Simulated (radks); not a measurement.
Neutral erbium inside a hard spherical wall (all orbitals vanish at R), configuration held at [Xe] 4f12 6s2 and not refilled when levels cross. Calculated with a radial shooting solver on a logarithmic mesh with Libxc functionals: scalar-relativistic Kohn-Sham, LDA (Slater exchange, VWN5 correlation), spin-unpolarised, spherical densities, finite nucleus; Fermi nuclear charge, rms radius 5.2516 fm. Eigenvalues in eV, with the zero of energy where the potential of the charges vanishes at infinity; a dash marks a level that is unbound or too diffuse for the functional's potential to be trusted. A positive occupied level is held by the wall or, in an anion where self-interaction has pushed it up, behind a barrier. The pressure on the wall is -dE/dV.

R (bohr) = free: E (hartree) -13076.8093; kinetic (hartree) 14170.997; e(5s) -52.016; e(5p) -26.538; e(6s) -3.984; e(4f) -3.367; e(6p, empty) -1.182; e(5d, empty) -1.080; pressure (GPa) 0
R (bohr) = 20: E (hartree) -13076.8093; kinetic (hartree) 14170.997; e(5s) -52.016; e(5p) -26.538; e(6s) -3.984; e(4f) -3.367; e(6p, empty) -1.181; e(5d, empty) -1.080; pressure (GPa) < 0.0001
R (bohr) = 15: E (hartree) -13076.8093; kinetic (hartree) 14170.998; e(5s) -52.015; e(5p) -26.536; e(6s) -3.983; e(4f) -3.366; e(6p, empty) -1.168; e(5d, empty) -1.077; pressure (GPa) 0.000118
R (bohr) = 12: E (hartree) -13076.8090; kinetic (hartree) 14171.000; e(5s) -51.991; e(5p) -26.513; e(6s) -3.965; e(4f) -3.343; e(6p, empty) -1.091; e(5d, empty) -1.047; pressure (GPa) 0.00423
R (bohr) = 8: E (hartree) -13076.7954; kinetic (hartree) 14171.095; e(5s) -51.435; e(5p) -25.966; e(6s) -3.462; e(4f) -2.798; e(6p, empty) -0.010; e(5d, empty) -0.472; pressure (GPa) 0.489
R (bohr) = 7: E (hartree) -13076.7730; kinetic (hartree) 14171.215; e(5s) -50.890; e(5p) -25.433; e(6s) -2.864; e(4f) -2.259; e(6p, empty) 1.064; e(5d, empty) 0.100; pressure (GPa) 1.66
R (bohr) = 4: E (hartree) -13076.0262; kinetic (hartree) 14174.120; e(5s) -44.739; e(5p) -19.596; e(6s) 9.564; e(4f) 4.264; e(6p, empty) 19.573; e(5d, empty) 7.927; pressure (GPa) 138
R (bohr) = 3.5: E (hartree) -13075.3270; kinetic (hartree) 14176.778; e(5s) -41.381; e(5p) -16.322; e(6s) 19.004; e(4f) 8.151; e(6p, empty) 32.174; e(5d, empty) 12.757; pressure (GPa) 384
R (bohr) = 2.5: E (hartree) -13069.6634; kinetic (hartree) 14197.368; e(5s) -23.604; e(5p) 3.048; e(6s) 78.546; e(4f) 29.416; e(6p, empty) 103.72; e(5d, empty) 40.338; pressure (GPa) 4890
R (bohr) = 2: E (hartree) -13057.4575; kinetic (hartree) 14237.757; e(5s) 4.786; e(5p) 36.380; e(6s) 177.52; e(4f) 59.554; e(6p, empty) 214.16; e(5d, empty) 84.900; pressure (GPa) 24600
R (bohr) = 1.5: E (hartree) -13011.8388; kinetic (hartree) 14376.769; e(5s) 97.862; e(5p) 145.16; e(6s) 463.25; e(4f) 133.45; e(6p, empty) 519.03; e(5d, empty) 218.32; pressure (GPa) 184000
